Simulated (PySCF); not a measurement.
# Static response to an electric field

C₅H₈F₂O₂.
Structure used (GFN2-xTB), in Å, numbered top down from 1:
```xyz
17
C5H8F2O2 angstrom
F     -2.7674    0.7751    1.0493
C     -2.1220   -0.3359    0.5772
C     -0.6345   -0.0403    0.4092
C     -0.3852    1.0721   -0.6221
O      0.8662    0.8954   -1.2869
C      1.8269    0.2674   -0.5483
F      2.1846    1.0579    0.5424
C      1.3853   -1.1107   -0.0191
O     -0.0181   -1.2339   -0.0326
H     -2.2716   -1.1400    1.3031
H     -2.5782   -0.6030   -0.3800
H     -0.2149    0.2548    1.3851
H     -0.4086    2.0556   -0.1393
H     -1.1347    1.0395   -1.4158
H      2.7248    0.2034   -1.1735
H      1.7763   -1.2387    1.0017
H      1.7642   -1.9067   -0.6603
```

Level: PBE0/def2-SVPD (PySCF), static field, nuclei fixed, core orbitals frozen in the response. The polarisability tensor in these axes (au):

```
x   76.33 -2.85 -2.60
y   -2.85 64.50 -0.90
z   -2.60 -0.90 60.87
```

Diagonalise the tensor; give its mean and Δα, where Δα² is half the sum of the squared differences of the eigenvalues.

Principal values 60.00, 64.39 and 77.31 au; mean 67.23 au = 9.96 Å³ = 11.09 × 10⁻⁴⁰ C²·m²/J; Δα = 15.59 au (23 % of the mean).

What is the dipole moment, and where does it point?

(0.46, -1.67, -0.32) D, 1.77 D in size, pointing from the negative to the positive side. Measured along this direction, the outermost atoms are H13 at the negative end and H17 at the positive end.

What depolarisation ratio follows for Rayleigh scattering of linearly polarised light, taking the static tensor?

ρ = 3Δα²/(45ᾱ² + 4Δα²) = 728.9/(203408 + 971.8) = 0.00357.

Along which axes do the principal values lie, and how far do the nuclei extend along each?

Largest value along (0.97, -0.21, -0.14), where the nuclei span 5.75 Å; middle along (0.15, 0.93, -0.35), 3.73 Å; least along (0.20, 0.31, 0.93), 2.54 Å. The response follows the extents in order.

Estimate the molar refractivity from the static electronic polarisability.

Lorentz–Lorenz: R = (4π/3)N_A α = 2.5225 cm³/(mol·Å³) × 9.96 Å³ = 25.1 cm³/mol, in the limit of long wavelengths.

What would n − 1 = 2πNα be for an ideal gas of these molecules at 298.15 K and 1 atm, electronic part alone?

N = p/kT = 2.4615 × 10¹⁹ cm⁻³, so n − 1 = 2π × N × 9.96 × 10⁻²⁴ cm³ = 1541 × 10⁻⁶ at long wavelengths.

The structure is a single GFN2-xTB conformer in the gas phase; no vibrational or solvent corrections.

These values come from a run that also computed excited states. On an Arm Neoverse V1 with one thread, shared host, this took 62 s and 1.0 GiB of memory at its peak.
